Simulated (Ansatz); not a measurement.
Ansatz (a program for electronic structure) input (RPA@PBE/cc-pVQZ):

Ansatz 0.2 input:
```yaml
crystal:
  periodic: [false, false, false]
  atoms:
    - {symbol: C, position_ang: [-2.34086051, -0.41343511, 0.02446119]}
    - {symbol: Ge, position_ang: [-0.48951506, -0.08654489, -0.61924610]}
    - {symbol: Br, position_ang: [0.87005574, -1.78352080, 0.27507082]}
    - {symbol: Br, position_ang: [0.20645682, 1.97373028, 0.27453917]}
    - {symbol: H, position_ang: [-2.67510988, -1.38250043, -0.34020758]}
    - {symbol: H, position_ang: [-2.30636045, -0.40718768, 1.11342348]}
    - {symbol: H, position_ang: [-2.98682404, 0.38240354, -0.34045731]}
basis:
  gaussian:
    orbitals: cc-pVQZ
hamiltonian:
  xc: pbe
magnetization: {spin_polarized: true, initial_magnetization: 1}
correlation: {method: rpa, electrons: outside_noble_gas}
```

Output:

```
Functional definition: PBE
integrals: 1.40 GiB planned
2168 factors; integrals over basis functions are off by at most 1.3e-3 eV
0.54 GiB of the device are held for the grids
3.52 GiB of device memory are held for the factors and their scratch space
mean field: 3.16 GiB planned
mean field evaluation 1: about -197661.4385 eV, gradient 4.9e1 eV
mean field evaluation 2: about -197661.4351 eV, gradient 4.9e1 eV
mean field evaluation 4: about -197670.6441 eV, gradient 1.4e1 eV
mean field evaluation 8: about -197672.0010 eV, gradient 1.8e-1 eV
mean field evaluation 16: about -197672.0004 eV, gradient 4.3e-4 eV
mean field -197672.00041417 eV, -7264.3120283267 hartree, gradient 6.1e-6 eV, S^2 0.752020; 0 other end points of the search recorded, 0 dependent functions left out
43 core orbitals not correlated
reference -197554.25905845 eV, -7259.9851133118 hartree; 13, 12 occupied and 293, 294 virtual orbitals, 2168 factors
Total energy: -197584.63471701 eV, -7261.1013981743 hartree
```

It need not be the lowest isomer of its formula.
